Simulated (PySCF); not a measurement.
LDA on I (iodine, neutral)

Configuration: [Kr] 4d10 5s2 5p5, 2P determinant. Calculation: PySCF 2.14, in def2-TZVP with the def2 core potential (28 electrons) (6s5p3d2f, 50 functions); scalar relativity through the core potential.

* Total energy: -297.2586 hartree
* One-electron energy: -517.3752 hartree
* Hartree (Coulomb) energy: 241.8561 hartree
* Exchange-correlation energy: -21.7396 hartree
* ⟨S²⟩: 0.7511
* ⟨L²⟩: 2.014
* Sum of ⟨r⟩: 31.93 bohr
* Sum of ⟨r²⟩: 59.47 bohr²
* Traceless quadrupole moment −½Σ⟨3z² − r²⟩ along its main axis: 2.60 e·bohr²
* Time after the integrals: 0.28 s of wall time on 1 thread of Neoverse-V1 (shared host)

| shell | electrons | mean orbital energy (eV) | spread (eV) | rms radius, mean of both spins (bohr) |
| --- | --- | --- | --- | --- |
| 4s α | 1 | -180.16 | 0 | 0.793 |
| 4s β | 1 | -180.08 | 0 | 0.793 |
| 4p α | 3 | -127.47 | 0.524 | 0.852 |
| 4p β | 3 | -127.39 | 0.399 | 0.852 |
| 4d α | 5 | -49.874 | 0.581 | 0.996 |
| 4d β | 5 | -49.741 | 0.400 | 0.996 |
| 5s α | 1 | -18.011 | 0 | 2.08 |
| 5s β | 1 | -17.415 | 0 | 2.08 |
| 5p α | 3 | -7.488 | 0.976 | 2.66 |
| 5p β | 2 | -6.852 | 0 | 2.66 |

Energies and moments cover only the electrons outside the core potential.
